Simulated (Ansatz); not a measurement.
Consider the formal exchange of groups at a Ge–O bond: `[OH][GeH2][SH]` + `C=C(F)[SiH2]N` → `N[SiH2][GeH2][SH]` + `C=C(O)F`.

Program: Ansatz. Geometries: PBE0-D4/def2-TZVP. ΔE: electronic, gas phase. CCSD(T)/CBS is the MP2 limit (def2-TZVPP, def2-QZVPP) plus CCSD(T) − MP2 in def2-TZVPP, frozen cores. DFT in def2-TZVPP. For Ge outer-core shells are correlated without core-valence functions, which leaves a few kJ/mol of doubt a bond. Scalar relativity is left out up to krypton. Each species was taken in one conformer, which may not be the lowest.

`[OH][GeH2][SH]`:

```xyz
7

O     0.691    0.664    1.271
Ge    0.347   -0.473   -0.050
S    -1.196    0.349   -1.416
H     0.872    1.551    0.949
H     1.581   -0.689   -0.940
H    -0.130   -1.735    0.672
H    -2.165    0.334   -0.485
```

`C=C(F)[SiH2]N`:

```xyz
11

C    -0.993   -1.484   -1.035
C    -0.169   -1.015   -0.110
F     0.101   -1.784    0.974
Si    0.696    0.657   -0.124
N     0.343    1.678    1.203
H    -1.219   -0.877   -1.901
H    -1.448   -2.465   -0.955
H     2.161    0.420   -0.099
H     0.259    1.291   -1.393
H     0.866    1.587    2.059
H    -0.597    1.993    1.381
```

`N[SiH2][GeH2][SH]`:

```xyz
11

N     0.822   -2.005   -0.255
Si    0.817   -0.381    0.314
Ge   -1.077    0.796   -0.524
S    -1.023    2.877    0.299
H     1.301   -2.717    0.272
H     0.858   -2.202   -1.242
H     2.019    0.438   -0.026
H     0.716   -0.439    1.797
H    -2.422    0.132   -0.168
H    -1.036    1.017   -2.048
H    -0.974    2.483    1.582
```

`C=C(O)F`:

```xyz
7

C    -0.204   -0.758   -0.720
C    -0.022    0.113    0.255
O     0.681    1.244    0.184
F    -0.552   -0.062    1.471
H    -0.796   -1.641   -0.545
H     0.242   -0.579   -1.686
H     0.651    1.683    1.040
```

(1) Is it downhill or uphill in electronic energy at CCSD(T)/CBS, and by how much? (Estimate.)

(2) What do these levels give: r2SCAN-D4, ωB97M-V, B2PLYP, HF/def2-QZVPP, MP2/def2-QZVPP, SCS-MP2/def2-QZVPP? (Best estimate.)

Largest T1 diagnostic among the species: 0.012.

Answers

(1) Computed: Uphill: ΔE = +67.4 kJ/mol.

(2) The calculation gave: r2SCAN-D4 52.6, ωB97M-V 60.8, B2PLYP 66.5, HF/def2-QZVPP 72.7, MP2/def2-QZVPP 73.5, SCS-MP2/def2-QZVPP 77.3 kJ/mol.
